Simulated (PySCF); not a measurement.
**TlIn: one state, many levels of theory**

State: ³Π (triplet), unpaired electrons σ ↑, π ↑. Set-up: basis Tl cc-pVDZ-PP with ECP60, In cc-pVDZ-PP with ECP28; scalar-relativistic core potentials; PySCF 2.14. De refers to Tl + In in their high-spin ground configurations, without counterpoise correction. The functionals are run spin-unrestricted. A positive dipole means Tl(−)In(+).

| Level | Re (Å) | ωe (cm⁻¹) | De (eV) | μ (D) | CPU s a point (SCF and correlation, without the integrals) |
| --- | --- | --- | --- | --- | --- |
| UHF | 3.142 | 98.8 | 0.56 | -0.67 | 0.1 |
| UHF-MP2 | 3.078 | 104 | 1.03 | n/a | 0.18 |
| UHF-SCS-MP2 | 3.085 | 105 | 0.88 | n/a | n/a |
| UHF-CCSD | 3.116 | 100 | 0.95 | n/a | n/a |
| UHF-CCSD(T) | 3.117 | 99.2 | 1.02 | n/a | 5.3 |
| PBE | 3.148 | 90.7 | 1.33 | -0.39 | 0.55 |
| BLYP | 3.219 | 83.4 | 1.17 | -0.28 | 0.4 |
| BP86 | 3.150 | 89.9 | 1.30 | -0.35 | 0.4 |
| r²SCAN | 3.095 | 96.9 | 1.31 | -0.46 | 0.76 |
| PBE0 | 3.095 | 98.4 | 1.23 | -0.45 | 0.87 |
| BHandHLYP | 3.103 | 99.2 | 1.00 | -0.36 | 0.48 |
| ωB97X | 3.044 | 111 | 1.12 | -0.57 | 0.79 |

(1) Which functional lies closest to UHF-CCSD(T) in De, which farthest, and by how much do they differ from it?

(2) What does a quarter of exact exchange do here, going from PBE to PBE0?

(3) What does the step from GGA to meta-GGA do here, going from PBE to r²SCAN?

Correlated steps freeze 8 core orbitals. Correlated levels converge slowly with the basis: in double zeta they bind strong bonds too weakly, by up to about 1 eV, and carry superposition errors of some tenths. Spin–orbit coupling is left out, which matters for elements this heavy, above all for dissociation energies. The state is the lowest determinant that a PBE0 search found; another state may lie lower at other levels.

The whole job (state search and all levels along the bond) took about 2.3 min on 1 thread of Arm Neoverse V2 (shared host), peak memory 0.54 GiB.

Results:

(1) Closest is BHandHLYP (-1.4 pm in Re, +0.0 % in ωe, -0.02 eV in De against UHF-CCSD(T) in the same basis), farthest PBE (+3.1 pm in Re, -8.6 % in ωe, +0.31 eV in De). CCSD(T) converges more slowly with the basis than the functionals do and binds too weakly in this one, so the order can change at the basis-set limit.

(2) PBE0 less PBE: -5.3 pm in Re, +8.5 % in ωe, -0.10 eV in De. Exact exchange removes part of the self-interaction that spreads semilocal densities, and in most molecules shortens and stiffens the bond and lowers De; so it does here.

(3) r²SCAN less PBE: -5.3 pm in Re, +6.8 % in ωe, -0.02 eV in De.
